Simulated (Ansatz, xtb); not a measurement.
Stretching the C2–H3 bond in CH4BeSe (SMILES [CH3][Be][SeH]) (multiplicity 1 held, fragments rigid). Energies count from the point at 1.094 Å.
Geometry at that point (charge 0, multiplicity 1):
```xyz
7

Be     0.8409    -0.7609    -0.2140
C      2.0634    -1.8575    -0.5382
H      1.6877    -2.8828    -0.6105
H      2.8397    -1.8492     0.2329
H      2.5574    -1.6324    -1.4895
Se    -0.6419     0.6072     0.1344
H     -1.0024    -0.0909     1.3817
```

Restricted levels (R-, RO-) in cc, def2 and unpolarised 6-31G sets keep to the state of the molecule at rest. U- levels take the lowest unrestricted solution at each point, which mixes spins at long bonds. Active spaces are followed from a long bond inwards. Levels need not reach the same state.

Cores are frozen in the correlated methods. Filled d and f shells under p-block atoms count as core.

Codes used: Ansatz (a program for electronic structure); xtb for the GFN methods. Each number belongs to the level named beside it. The GFN methods have no spin term and hold the electronic entropy of 300 K.

Energies in eV.

```json
[
 {"R (Å)": "0.875", "GFN2-xTB": "1.16", "R-SCS-MP2/cc-pVDZ": "1.43", "R-CCSD/cc-pVDZ": "1.44", "U-CCSD/cc-pVDZ": "1.44", "SC-NEVPT2 on CASSCF(2,2)/cc-pVDZ": "1.47", "FIC-MRCISD+Q on CASSCF(2,2)/cc-pVDZ": "1.44"},
 {"R (Å)": "0.985", "GFN2-xTB": "0.20", "R-SCS-MP2/cc-pVDZ": "0.31", "R-CCSD/cc-pVDZ": "0.32", "U-CCSD/cc-pVDZ": "0.32", "SC-NEVPT2 on CASSCF(2,2)/cc-pVDZ": "0.33", "FIC-MRCISD+Q on CASSCF(2,2)/cc-pVDZ": "0.32"},
 {"R (Å)": "1.094", "GFN2-xTB": "0.00", "R-SCS-MP2/cc-pVDZ": "0.00", "R-CCSD/cc-pVDZ": "0.00", "U-CCSD/cc-pVDZ": "0.00", "SC-NEVPT2 on CASSCF(2,2)/cc-pVDZ": "0.00", "FIC-MRCISD+Q on CASSCF(2,2)/cc-pVDZ": "0.00"},
 {"R (Å)": "1.204", "GFN2-xTB": "0.17", "R-SCS-MP2/cc-pVDZ": "0.13", "R-CCSD/cc-pVDZ": "0.12", "U-CCSD/cc-pVDZ": "0.12", "SC-NEVPT2 on CASSCF(2,2)/cc-pVDZ": "0.11", "FIC-MRCISD+Q on CASSCF(2,2)/cc-pVDZ": "0.12"},
 {"R (Å)": "1.313", "GFN2-xTB": "0.52", "R-SCS-MP2/cc-pVDZ": "0.49", "R-CCSD/cc-pVDZ": "0.47", "U-CCSD/cc-pVDZ": "0.47", "SC-NEVPT2 on CASSCF(2,2)/cc-pVDZ": "0.44", "FIC-MRCISD+Q on CASSCF(2,2)/cc-pVDZ": "0.46"},
 {"R (Å)": "1.477", "GFN2-xTB": "1.16", "R-SCS-MP2/cc-pVDZ": "1.22", "R-CCSD/cc-pVDZ": "1.18", "U-CCSD/cc-pVDZ": "1.18", "SC-NEVPT2 on CASSCF(2,2)/cc-pVDZ": "1.12", "FIC-MRCISD+Q on CASSCF(2,2)/cc-pVDZ": "1.16"},
 {"R (Å)": "1.641", "GFN2-xTB": "1.84", "R-SCS-MP2/cc-pVDZ": "2.00", "R-CCSD/cc-pVDZ": "1.92", "U-CCSD/cc-pVDZ": "1.92", "SC-NEVPT2 on CASSCF(2,2)/cc-pVDZ": "1.84", "FIC-MRCISD+Q on CASSCF(2,2)/cc-pVDZ": "1.88"},
 {"R (Å)": "1.915", "GFN2-xTB": "2.86", "R-SCS-MP2/cc-pVDZ": "3.20", "R-CCSD/cc-pVDZ": "3.02", "U-CCSD/cc-pVDZ": "3.06", "SC-NEVPT2 on CASSCF(2,2)/cc-pVDZ": "2.88", "FIC-MRCISD+Q on CASSCF(2,2)/cc-pVDZ": "2.92"},
 {"R (Å)": "2.189", "GFN2-xTB": "3.69", "R-SCS-MP2/cc-pVDZ": "4.18", "R-CCSD/cc-pVDZ": "3.85", "U-CCSD/cc-pVDZ": "3.89", "SC-NEVPT2 on CASSCF(2,2)/cc-pVDZ": "3.63", "FIC-MRCISD+Q on CASSCF(2,2)/cc-pVDZ": "3.67"},
 {"R (Å)": "2.517", "GFN2-xTB": "4.42", "R-SCS-MP2/cc-pVDZ": "5.05", "R-CCSD/cc-pVDZ": "4.51", "U-CCSD/cc-pVDZ": "4.42", "SC-NEVPT2 on CASSCF(2,2)/cc-pVDZ": "4.17", "FIC-MRCISD+Q on CASSCF(2,2)/cc-pVDZ": "4.21"},
 {"R (Å)": "2.955", "GFN2-xTB": "5.01", "R-SCS-MP2/cc-pVDZ": "5.75", "R-CCSD/cc-pVDZ": "4.96", "U-CCSD/cc-pVDZ": "4.61", "SC-NEVPT2 on CASSCF(2,2)/cc-pVDZ": "4.49", "FIC-MRCISD+Q on CASSCF(2,2)/cc-pVDZ": "4.53"},
 {"R (Å)": "3.502", "GFN2-xTB": "5.34", "R-SCS-MP2/cc-pVDZ": "6.03", "R-CCSD/cc-pVDZ": "5.18", "U-CCSD/cc-pVDZ": "4.65", "SC-NEVPT2 on CASSCF(2,2)/cc-pVDZ": "4.61", "FIC-MRCISD+Q on CASSCF(2,2)/cc-pVDZ": "4.64"}
]
```

Doubts at one or more of the structures used: a restricted determinant that unrestricted orbitals would lower (R-SCS-MP2/cc-pVDZ, R-CCSD/cc-pVDZ); other coupled-cluster roots lie near (R-CCSD/cc-pVDZ); T1 above 0.05 (R-CCSD/cc-pVDZ, U-CCSD/cc-pVDZ); a spin-contaminated determinant (U-CCSD/cc-pVDZ); the program's own flag: other amplitudes (U-CCSD/cc-pVDZ).
